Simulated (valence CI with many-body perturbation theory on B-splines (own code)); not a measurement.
**Missing levels of Sm XXIII**

Calculated by configuration interaction combined with many-body perturbation theory (CI+MBPT): four valence electrons over a frozen Dirac-Fock core [Kr], radial functions for each j: 9 s, 9 p, 10 d, 8 f, 5 g, 3 h, 1 i, with the one-electron correlation potential Σ1, the two-electron term Σ2, the three-electron term Σ3, Breit, model QED; selected CI, second order for the rest (own B-spline code, finite nucleus).

No measured spectrum was set against this ion. As an estimate, terms of the open shell hold to 2 to 4 % of their energy, and close levels can change places. Only levels of the ground parity were solved; by the run's estimate the other parity begins above the list, which can be wrong where configurations are misplaced.

| Level | E (eV) |
| --- | --- |
| (4d3/2^4) J=0 | 0.000 |
| (4d3/2^3 4d5/2) J=1 | 3.883 |
| (4d3/2^3 4d5/2) J=2 | ? |
| (4d3/2^3 4d5/2) J=4 | 7.405 |
| (4d3/2^3 4d5/2) J=3 | 7.521 |
| (4d3/2^2 4d5/2^2) J=0 [a] | ? |
| (4d3/2^2 4d5/2^2) J=4 [a] | 11.299 |
| (4d3/2^2 4d5/2^2) J=3 [a] | 12.212 |
| (4d3/2^2 4d5/2^2) J=2 [a] | 12.332 |
| (4d3/2^2 4d5/2^2) J=5 | ? |
| (4d3/2^2 4d5/2^2) J=1 | 13.778 |
| (4d3/2^2 4d5/2^2) J=6 | 14.161 |
| (4d3/2^2 4d5/2^2) J=4 [b] | ? |
| (4d3/2^2 4d5/2^2) J=2 [b] | 15.532 |
| (4d3/2^2 4d5/2^2) J=3 [b] | 15.620 |
| (4d3/2 4d5/2^3) J=4 [a] | 17.498 |
| (4d3/2^2 4d5/2^2) J=2 [c] | ? |
| (4d3/2 4d5/2^3) J=3 [a] | 18.870 |
| (4d3/2 4d5/2^3) J=5 | ? |
| (4d3/2 4d5/2^3) J=1 [a] | 20.228 |

Levels are named by their leading jj configuration (3d3/2^4 stands for four electrons in 3d with j = 3/2), which in mixed levels can hold well under half, so a name can repeat and another be missing. Letters in brackets count levels of one name in rising energy.

Question: The levels stand in rising order. What does the calculation give for the missing energies?

Answer: (4d3/2^3 4d5/2) J=2 6.259; (4d3/2^2 4d5/2^2) J=0 [a] 10.786; (4d3/2^2 4d5/2^2) J=5 13.262; (4d3/2^2 4d5/2^2) J=4 [b] 15.220; (4d3/2^2 4d5/2^2) J=2 [c] 18.658; (4d3/2 4d5/2^3) J=5 20.039.
